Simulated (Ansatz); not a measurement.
Basis-set series for C₃H₉NOSi (`CC(C)O[Si]N`). Total charge 0; spin multiplicity 1. The structure was optimised at the PBE0-D4/def2-TZVP level. It is one conformer, not always the lowest.

```xyz
15

C     0.774    0.735   -1.504
C     0.065    0.754   -0.166
C    -1.380    1.190   -0.280
O     0.106   -0.552    0.392
Si    0.854   -0.885    1.835
N     0.525   -2.558    1.877
H     1.814    0.425   -1.385
H     0.282    0.031   -2.179
H     0.758    1.726   -1.963
H     0.593    1.449    0.506
H    -1.932    0.498   -0.922
H    -1.448    2.192   -0.710
H    -1.858    1.202    0.701
H     0.015   -3.060    1.164
H     0.831   -3.145    2.635
```

| functional | basis | functions | energy (Eh) | HOMO (eV) | LUMO (eV) |
| --- | --- | --- | --- | --- | --- |
| PBE0-D4 | def2-SVP | 133 | -538.57159 | -6.36 | -0.38 |
| PBE0-D4 | def2-TZVPP | 323 | -538.96450 | -6.48 | -0.64 |
| ωB97M-V | def2-SVP | 133 | -538.83858 | -8.50 | 1.69 |
| ωB97M-V | def2-TZVPP | 323 | -539.24430 | -8.65 | 1.28 |

Q: Give the rows for def2-QZVPP. (Best estimate.)

A: The calculation gave: 
```csv
functional,basis,functions,energy (Eh),HOMO (eV),LUMO (eV)
PBE0-D4,def2-QZVPP,625,-538.98922,-6.53,-0.75
ωB97M-V,def2-QZVPP,625,-539.26800,-8.70,1.05
```

Positive LUMOs are unbound and depend on the basis.

Program: Ansatz 0.2.0.
